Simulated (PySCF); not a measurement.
CH10O2Si3, SMILES C[Si@H](O)O[SiH2][SiH3]. Atoms are numbered in the order given.

```xyz
16

C     -3.0443    -0.2038     0.5188
Si    -1.4996     0.2759    -0.4085
O     -0.8650    -0.9938    -1.2925
O     -0.3766     0.7848     0.7092
Si     1.2831     0.8748     0.8762
Si     2.3372    -0.7999    -0.4046
H     -3.8317    -0.5463    -0.1715
H     -3.4342     0.6555     1.0877
H     -2.8361    -1.0127     1.2385
H     -1.7324     1.3458    -1.4073
H     -0.7920    -1.8522    -0.8584
H      1.7682     2.2247     0.4578
H      1.6128     0.6924     2.3196
H      1.7425    -2.1347    -0.0894
H      3.7870    -0.8502    -0.0387
H      2.2255    -0.5408    -1.8670
```
Charge 0, spin multiplicity 1.

Coordinates come from a B3LYP-D3(BJ)/def2-SVP optimisation. The structure was generated by enumeration; whether it is a known compound was not checked. One conformer was computed; it need not be the lowest.

Computed with PySCF with PBE0/def2-TZVP.

Gas-phase values at a fixed geometry.

```
Property                                                                                                       Value
---------------------------------------------------------------------------------------------  ---------------------
total energy                                                                                     -1062.72182 hartree
highest occupied level                                                                                      -7.87 eV
lowest empty level                                                                                          -0.19 eV
orbital gap                                                                                                  7.67 eV
dipole moment                                                                                                 1.62 D
quadrupole, principal values (traceless, Buckingham form, about the centre of nuclear charge)  -6.60, 0.63, 5.97 D·Å
```
